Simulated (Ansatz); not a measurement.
```yaml
crystal:
  periodic: [false, false, false]
  atoms:
    - {symbol: C, position_ang: [0.153709, 1.060474, -1.017675]}
    - {symbol: C, position_ang: [-0.291934, -0.210396, -0.291561]}
    - {symbol: C, position_ang: [0.876796, -1.186143, -0.138147]}
    - {symbol: Al, position_ang: [-1.074492, 0.215037, 1.444059]}
    - {symbol: Cl, position_ang: [-3.048290, -0.247041, 1.961921]}
    - {symbol: Cl, position_ang: [0.081678, 1.177633, 2.900949]}
    - {symbol: H, position_ang: [0.607588, 0.811784, -1.984030]}
    - {symbol: H, position_ang: [-0.676248, 1.744659, -1.215711]}
    - {symbol: H, position_ang: [0.904782, 1.609680, -0.442029]}
    - {symbol: H, position_ang: [-1.079294, -0.695023, -0.881253]}
    - {symbol: H, position_ang: [0.573882, -2.138900, 0.305371]}
    - {symbol: H, position_ang: [1.321776, -1.409301, -1.114817]}
    - {symbol: H, position_ang: [1.670446, -0.767263, 0.487823]}
basis:
  gaussian: {orbitals: 6-31G, nuclear_model: gaussian}
total_charge: -1
magnetization: {spin_polarized: false, initial_magnetization: 1}
hamiltonian: {xc: {name: wB97}, pseudopotentials: {relativity: scalar}}
output: {forces: true}
```

```sh
$ ansatz run in.yaml --threads 4 --pin off --events-out ev --progress --plain --max-ram 11315MiB
```

Shortened log:

```
Functional definition: wB97
1023 factors; integrals over basis functions are off by at most 1.7e-4 eV
463 factors; integrals over basis functions are off by at most 1.2e-5 eV
mean field evaluation 1: about -34944.1654 eV, gradient 1.9e1 eV
mean field evaluation 2: about -34944.1504 eV, gradient 1.9e1 eV
mean field evaluation 4: about -34945.4187 eV, gradient 2.0e0 eV
mean field evaluation 8: about -34945.4416 eV, gradient 2.3e-1 eV
mean field evaluation 16: about -34946.0145 eV, gradient 2.4e-1 eV
mean field evaluation 32: about -34945.8824 eV, gradient 1.0e0 eV
mean field -34946.01544267 eV, -1284.2423802582 hartree, gradient 1.8e-5 eV, S^2 0.750000; 2 other end points of the search recorded, 0 dependent functions left out
reference -34946.01543630 eV, -1284.2423800240 hartree; 37, 36 occupied and 43, 44 virtual orbitals, 1023 factors
Total energy: -34946.01543630 eV, -1284.2423800240 hartree
Relativity: scalar
Atom 0 at     0.153709     1.060474    -1.017675 Å, force     0.148662    -0.028519    -0.381590 eV/Å
Atom 1 at    -0.291934    -0.210396    -0.291561 Å, force     0.022180     0.001573     0.121328 eV/Å
Atom 2 at     0.876796    -1.186143    -0.138147 Å, force     0.199620    -0.148849    -0.358884 eV/Å
Atom 3 at    -1.074492     0.215037     1.444059 Å, force     0.470558    -0.399785    -1.826792 eV/Å
Atom 4 at    -3.048290    -0.247041     1.961921 Å, force    -2.703026    -0.653648     0.767941 eV/Å
Atom 5 at     0.081678     1.177633     2.900949 Å, force     1.576903     1.264181     1.967916 eV/Å
Atom 6 at     0.607588     0.811784    -1.984030 Å, force     0.249652    -0.039338    -0.364790 eV/Å
Atom 7 at    -0.676248     1.744659    -1.215711 Å, force    -0.115430    -0.011437     0.108053 eV/Å
Atom 8 at     0.904782     1.609680    -0.442029 Å, force     0.079360     0.071628     0.170807 eV/Å
Atom 9 at    -1.079294    -0.695023    -0.881253 Å, force    -0.143642    -0.085645    -0.104756 eV/Å
Atom 10 at     0.573882    -2.138900     0.305371 Å, force    -0.121688     0.009057     0.094809 eV/Å
Atom 11 at     1.321776    -1.409301    -1.114817 Å, force     0.268290    -0.084986    -0.350343 eV/Å
Atom 12 at     1.670446    -0.767263     0.487823 Å, force     0.068561     0.105768     0.156302 eV/Å
Dipole moment:     0.436912    -0.152778    -0.690082 e Å
```

Run time 9.5 s (4 threads of an Arm Neoverse V2 on a shared host); peak host memory 0.38 GiB.
